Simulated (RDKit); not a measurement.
Job for RDKit: MMFF94 on C2H6 (SMILES CC).

```python
from rdkit import Chem
from rdkit.Chem import AllChem, rdDetermineBonds

blocks = [
'''8

C     0.00000000   -0.00000140    0.76305556
C    -0.00000000    0.00000140   -0.76305556
H     0.00000000    1.01710952    1.16016891
H    -0.88084116   -0.50855542    1.16017148
H     0.88084116   -0.50855542    1.16017148
H     0.00000000   -1.01710952   -1.16016891
H    -0.88084116    0.50855542   -1.16017148
H     0.88084116    0.50855542   -1.16017148
''',
]
mol = None
for b in blocks:
    f = Chem.MolFromXYZBlock(b)
    rdDetermineBonds.DetermineBonds(f, charge=0)
    mol = f if mol is None else Chem.CombineMols(mol, f)
Chem.SanitizeMol(mol)
print(Chem.MolToSmiles(Chem.RemoveHs(mol)))
ff = AllChem.MMFFGetMoleculeForceField(mol, AllChem.MMFFGetMoleculeProperties(mol), nonBondedThresh=100.0, ignoreInterfragInteractions=False)
e = ff.CalcEnergy()
print(f'MMFF94 energy {e:.6f} kcal/mol')
```

The log:

```
CC
MMFF94 energy -4.524777 kcal/mol
```

The run finished.

Cost: roughly 0.04 core-seconds.
